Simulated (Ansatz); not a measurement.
```xyz
8

Li   -0.8556   -0.8556   -0.8556
F    -0.9490   -0.9490    0.9490
F    -0.9490    0.9490   -0.9490
Li   -0.8556    0.8556    0.8556
F     0.9490   -0.9490   -0.9490
Li    0.8556   -0.8556    0.8556
Li    0.8556    0.8556   -0.8556
F     0.9490    0.9490    0.9490
```

Basis set: 6-31G* (spherical functions). Correlated methods keep 4 orbitals frozen. Charge 0, multiplicity 1.

Computed with Ansatz (development build ahead of 0.2.0); each method stands on the lowest determinant of its kind that the runs found. Restricted open shells among the atoms or ions are ROHF, correlated in semicanonical orbitals with singles.

Question: Give the atomization energy at this shape (free ground-state atoms in the same class of orbitals less the molecule, no zero-point energy) of singlet Li₄F₄ by RHF-MP2, RHF.

Answer:

```
 method  atomization energy
RHF-MP2     736.90 kcal/mol
    RHF     564.38 kcal/mol
```
